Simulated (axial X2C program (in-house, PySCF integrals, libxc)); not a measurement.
**Potential curves of ZrN⁻, without spin–orbit coupling**

Calculated with an in-house all-electron X2C program for linear molecules (integrals from PySCF). Spin-free means the one-electron spin-free X2C Hamiltonian. Basis: Zr dyall-acv3z [12s13p10d6f3g], N dyall-av3z [7s7p3d2f] (cores contracted in-house); Gaussian nuclei, density fitting, unrestricted open shells. Masses: Zr 89.905 u, N 14.003 u.

State: M_S = 0, Λ = 0 (closed shell). Energies in eV from the fragments at the same level (Zr- + N). Fits are polynomials in 1 − R0/R over 0.85 to 1.23 times the lowest point R0.

```json
{"R (Å)": "1.5497", "PBE0": "-6.2716", "BP86": "-6.8119", "CCSD": "-5.8072"}
{"R (Å)": "1.6008", "PBE0": "-6.6763", "BP86": "-7.2921", "CCSD": "-6.2788"}
{"R (Å)": "1.6519", "PBE0": "-6.8920", "BP86": "-7.5807", "CCSD": "-6.5566"}
{"R (Å)": "1.7030", "PBE0": "-6.9542", "BP86": "-7.7136", "CCSD": "-6.6760"}
{"R (Å)": "1.7626", "PBE0": "-6.8723", "BP86": "-7.7114", "CCSD": "-6.6546"}
{"R (Å)": "1.8222", "PBE0": "-6.6611", "BP86": "-7.5777", "CCSD": "-6.4977"}
{"R (Å)": "1.8988", "PBE0": "-6.2509", "BP86": "-7.2644", "CCSD": "-6.1489"}
```

Correlated methods: 10 electrons correlated (number of frozen shells: Zr 4 s, 3 p, 1 d; N 1 s), 326 virtual spin orbitals or spinors in MP2, 88 natural virtuals in coupled cluster.

The state is a single determinant with fixed occupations, the lowest that a limited PBE0 search found. The closed shell is kept restricted, so the energy runs too high when the bond is stretched far. De is counted from the lowest determinant-based energies of the atoms at the same level, without counterpoise correction. CCSD ran in a truncated set of natural virtual spinors with an MP2 remainder; without triples it tends to underbind. The functionals have no current-density term, which raises determinants with orbital currents, atoms included. The outer-core s and p shells of the metal are frozen in the correlated rows, which leaves out core–valence correlation; for alkali and alkaline-earth bonds that tends to lengthen them. The highest occupied level of some functionals is positive through self-interaction error; at Hartree–Fock it is bound. The T1 diagnostic is large, a sign of multireference character. With the outer-core shells frozen, correlated bond lengths of heavy atoms tend to come out a few hundredths of an ångström too long. Coupled cluster ran on the points near the minimum only. MP2 and coupled cluster on one determinant become unreliable at the stretched end.

(1) Fit the PBE0 curve near its minimum: give the equilibrium distance, the harmonic wavenumber and the well depth.

(2) Fit the BP86 curve near its minimum: give the equilibrium distance, the harmonic wavenumber and the well depth.

(3) What are Re, ωe and De at the CCSD level?

Answers

(1) At PBE0, spin-free: Re = 1.701 Å, ωe ≈ 1030 cm⁻¹, De = 6.95 eV to Zr- + N; Be follows as 0.481 cm⁻¹.

(2) At BP86, spin-free: Re = 1.731 Å, ωe ≈ 976 cm⁻¹, De = 7.73 eV to Zr- + N; Be follows as 0.464 cm⁻¹.

(3) At CCSD, spin-free: Re = 1.724 Å, ωe ≈ 1000 cm⁻¹, De = 6.69 eV to Zr- + N; Be follows as 0.468 cm⁻¹.
